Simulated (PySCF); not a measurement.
Cost of excited-state runs on `CC[P@H](CC=C)=O`, C₅H₁₁OP

Molfile (atoms numbered from 1):
```
C5H11OP
     RDKit          3D

 18 17  0  0  0  0  0  0  0  0999 V2000
   -2.5884    0.9123   -0.1775 C   0  0  0  0  0  0  0  0  0  0  0  0
   -1.9912   -0.0729   -0.8227 C   0  0  0  0  0  0  0  0  0  0  0  0
   -1.2586   -1.1843   -0.1597 C   0  0  0  0  0  0  0  0  0  0  0  0
    0.5571   -1.1068   -0.4448 P   0  0  2  0  0  5  0  0  0  0  0  0
    1.3000   -2.2010    0.1846 O   0  0  0  0  0  0  0  0  0  0  0  0
    1.1028    0.5714    0.0450 C   0  0  0  0  0  0  0  0  0  0  0  0
    2.5800    0.7172   -0.2889 C   0  0  0  0  0  0  0  0  0  0  0  0
   -2.5962    0.9605    0.8993 H   0  0  0  0  0  0  0  0  0  0  0  0
   -3.0962    1.7079   -0.6951 H   0  0  0  0  0  0  0  0  0  0  0  0
   -1.9972   -0.0997   -1.9046 H   0  0  0  0  0  0  0  0  0  0  0  0
   -1.5763   -2.1612   -0.5391 H   0  0  0  0  0  0  0  0  0  0  0  0
   -1.3991   -1.1784    0.9257 H   0  0  0  0  0  0  0  0  0  0  0  0
    0.6706   -1.0790   -1.8382 H   0  0  0  0  0  0  0  0  0  0  0  0
    0.4987    1.3237   -0.4625 H   0  0  0  0  0  0  0  0  0  0  0  0
    0.9401    0.6601    1.1233 H   0  0  0  0  0  0  0  0  0  0  0  0
    2.7361    0.6242   -1.3630 H   0  0  0  0  0  0  0  0  0  0  0  0
    3.1465   -0.0703    0.2048 H   0  0  0  0  0  0  0  0  0  0  0  0
    2.9623    1.6826    0.0370 H   0  0  0  0  0  0  0  0  0  0  0  0
  1  2  2  0
  2  3  1  0
  3  4  1  0
  4  5  2  0
  4  6  1  0
  6  7  1  0
  1  8  1  0
  1  9  1  0
  2 10  1  0
  3 11  1  0
  3 12  1  0
  4 13  1  6
  6 14  1  0
  6 15  1  0
  7 16  1  0
  7 17  1  0
  7 18  1  0
M  END
```

PySCF with density fitting, on 1 thread of an Arm Neoverse V1, shared host. Command: `OMP_NUM_THREADS=1 python excited_run.py task.json out`

Problem. How long does this run take, and how much memory?
- magnetisability and related constants, PBE/pcSseg-1; isotopologues

Solution. 
```
                                  run         level  basis functions  wall time  peak memory (GiB)
magnetisability and related constants  PBE/pcSseg-1              181       44 s               0.64
```
Times from a shared host are rough.
